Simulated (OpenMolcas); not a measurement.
# Pt²⁺: effect of the active space

| Quantity | Value |
| --- | --- |
| Program | OpenMolcas |
| Method | SS-CASPT2 or its RAS form, IPEA 0.25 Eh, imaginary shift 0.1 Eh |
| Basis | ANO-RCC-VDZP |
| Scalar Hamiltonian | DKH2, point nucleus |
| Spin-orbit coupling | RASSI with atomic mean-field integrals over the reference wave functions, term energies averaged over their components |

A. 8 electrons in 5 orbitals (5d); 2S+1 = 3 even, 10 roots; 2S+1 = 1 even, 15 roots; closed shells correlated: 5s 5p; CASPT2 step roughly 1.8 core-seconds
B. 8 electrons in 6 orbitals (5d 6s); 2S+1 = 5 even, 15 roots; 2S+1 = 3 even, 78 roots (60 in the spin-orbit step); 2S+1 = 1 even, 55 roots; closed shells correlated: 5s 5p; CASPT2 step roughly 30 core-seconds
C. 8 electrons in 9 orbitals (RAS2 5d 6s; RAS3 6p, at most 2 electrons); 2S+1 = 3 even, 90 roots; 2S+1 = 5 even, 15 roots kept (CI in the orbitals of an earlier block); 2S+1 = 1 even, 90 roots kept (CI in the orbitals of an earlier block, 68 in the spin-orbit step); 2S+1 = 3 odd, 87 roots (21 in the spin-orbit step); 2S+1 = 7 odd, 5 roots kept (CI in the orbitals of an earlier block, 0 in the spin-orbit step); 2S+1 = 5 odd, 30 roots kept (CI in the orbitals of an earlier block, 22 in the spin-orbit step); 2S+1 = 1 odd, 54 roots kept (CI in the orbitals of an earlier block, 0 in the spin-orbit step); closed shells correlated: 5s 5p; CASPT2 step roughly 5 core-minutes

Energies in cm-1 above 5d8 3F4, the measured ground level; measured values from NIST levels as listed in McCann et al., Mon. Not. R. Astron. Soc. 538, 537 (2025).

```csv
Level,A,B,C,Measured
5d8 3F4,0.0,0.0,0.0,0.0
5d8 3F3,10470,11040,11100,9752
5d8 3P0,18690,16930,16750,14939
5d8 3P1,21470,19040,18900,16782
5d8 1G4,24440,23050,23200,21331
5d8 1S0 [52 %],50120,46660,46870,
```

Deviations, from unrounded energies. A percentage is the sum of absolute deviations over the sum of measured energies, with the sign that they share, or ± where signs differ.

```tsv
Against measurement	Levels	A	B	C
mean absolute deviation (cm-1)	4	3100	1800	1800
fine structure of the ground term (%)	1	+7.3	+13.3	+13.8
other terms of the ground configuration (%)	3	+21.8	+11.2	+10.9
```

B, C lie about equally close to measurement and A furthest from it. The largest miss of C in the table is 5d8 3P1, by +2100 cm-1. The ranking rests on the paired levels alone, and a cruder setting can come out closer through cancelling errors.

The two smallest mean deviations differ by little beside CASPT2's spread within terms, so their order carries little weight.

Among A to C the level of the table that moves most is 5d8 1S0 [52 %], by 3500 cm-1 (lowest in B, highest in A). Moves below CASPT2's spread within the term are not significant.

Term energies are means over components that CASPT2 splits; among the terms shown or strongly mixed into the levels shown the widest spread is 330 cm-1 (5d8 1G, B). Configurations with an s electron lie low in 5d ions of this charge, fall among these levels and mix in, so low-spin terms can stand far too high, up to twice their true height, and weights are not those of the real levels (holds for A). Some terms miss by over 15 % even with CASPT2, which points to a basis or an active space too small for the shells correlated (holds for A). Some high roots are left out of the spin-orbit mixing, which shifts the levels that they would mix with (holds for B; C). Terms from blocks run as CI alone lack orbitals of their own (holds for C). Measured partners are found by configuration, term and J. A level has none where our copy of the source lacks it or the pairing is in doubt (some pairs that miss far off the trend of their configuration count as doubtful), and it then counts in no deviation. Levels of configurations outside the active space are missing. Levels that lie high or do not pair safely by name in every column are left out.

A share in square brackets marks a mixed level and gives the weight of the term that names it, the lowest over the columns.
